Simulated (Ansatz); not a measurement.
Cartesian coordinates in Å:
```
F -1.133 1.290 -1.648
C -1.523 0.460 -0.644
F -1.495 -0.806 -1.149
C -0.605 0.594 0.541
C 0.867 0.346 0.241
C 1.237 -1.105 0.073
F 2.583 -1.205 -0.088
F 0.918 -1.801 1.200
H -2.565 0.694 -0.404
H -0.959 -0.082 1.323
H -0.731 1.611 0.920
H 1.172 0.882 -0.661
H 1.475 0.726 1.067
H 0.758 -1.604 -0.772
```

The species carries charge 0 and has multiplicity 1.

(1) List the CAM-B3LYP/def2-TZVPP orbital energies in eV (Ansatz 0.2.0). (An estimate is asked.)

## Answers

(1) Ansatz gave: Occupied: -674.18, -674.16, -673.86, -673.83, -283.54, -283.19, -279.68, -279.50, -36.76, -36.42, -35.11, -34.78, -24.97, -22.71, -20.54, -19.29, -17.76, -17.39, -17.16, -16.96, -16.39, -15.96, -14.34, -13.96, -13.83, -13.59, -13.35, -13.08, -12.95, -12.75, -12.25, -11.42, -10.98. Lowest empty: 1.85, 2.65, 2.95, 3.35, 3.53, 3.57, 4.04, 4.38.
